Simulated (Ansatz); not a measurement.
Consider the cleavage of the Si–As bond: `[SiH3][AsH2]` + `O[SiH2][NH][AlH2]` → `[AlH2][NH][SiH2]O[SiH3]` + `[AsH3]`.

Calculated with Ansatz (gas phase, PBE0-D4/def2-TZVP geometries, no zero-point term in ΔE). CCSD(T)/CBS is the MP2 limit (def2-TZVPP, def2-QZVPP) plus CCSD(T) − MP2 in def2-TZVPP, frozen cores. Functionals use def2-TZVPP. For As outer-core shells are correlated without core-valence functions, which leaves a few kJ/mol of doubt a bond. Scalar relativity is left out up to krypton. One conformer a species, not always the lowest.

`[SiH3][AsH2]`:

Cartesian coordinates in Å:
```
Si -0.392 0.596 0.483
As 0.013 -0.939 -1.270
H -1.656 0.206 1.160
H -0.563 1.947 -0.112
H 0.702 0.644 1.488
H 0.458 -2.019 -0.294
H 1.438 -0.436 -1.454
```

`O[SiH2][NH][AlH2]`:

Z-matrix (Å, degrees):
```
Si
N 1 1.711
O 1 1.650 2 109.6
H 1 1.491 2 112.1 3 -119.5
H 1 1.486 2 106.5 3 120.5
Al 2 1.785 1 128.8 3 -109.0
H 2 1.013 1 114.7 3 67.2
H 3 0.958 1 117.1 2 -154.7
H 6 1.583 2 117.3 1 178.4
H 6 1.580 2 118.3 1 -2.2
```

`[AlH2][NH][SiH2]O[SiH3]`:

Z-matrix (Å, degrees):
```
Si
N 1 1.715
O 1 1.637 2 113.3
H 1 1.487 2 109.9 3 -120.2
H 1 1.481 2 107.5 3 118.0
Al 2 1.786 1 128.6 3 -99.0
H 2 1.012 1 114.9 3 80.0
Si 3 1.631 1 147.1 2 -83.9
H 6 1.583 2 117.6 1 179.9
H 6 1.580 2 117.8 1 -0.4
H 8 1.486 3 109.9 1 94.3
H 8 1.488 3 110.5 1 -25.8
H 8 1.484 3 109.0 1 -146.0
```

`[AsH3]`:

Cartesian coordinates in Å:
```
As 0.094 -0.271 -0.567
H -1.068 0.660 -0.255
H -0.117 -1.053 0.721
H 1.092 0.663 0.101
```

CCSD(T)/CBS gives -75.0 kJ/mol.

Question: Another level gave -98.6 kJ/mol. Which?
A. HF/def2-TZVPP
B. CCSD/def2-TZVPP
C. BHLYP/def2-TZVPP
D. PBE-D4/def2-TZVPP

Answer: A. HF/def2-TZVPP -98.6, CCSD/def2-TZVPP -80.3, PBE-D4 -56.6, BHLYP -86.2 kJ/mol.

Largest T1 diagnostic among the species: 0.012.

In def2-TZVPP, CCSD(T) changes the Hartree–Fock value by +21.4 kJ/mol (the triples alone add +3.1 kJ/mol) and MP2 by +21.7 kJ/mol. Leaving LDA and LC-ωPBE aside and taking each functional with its dispersion term where it has one, the values, not all of them listed here, spread over 30.9 kJ/mol, from BHLYP-D4 to PBE-D4. LDA lies −3.4 kJ/mol from PBE without D4.
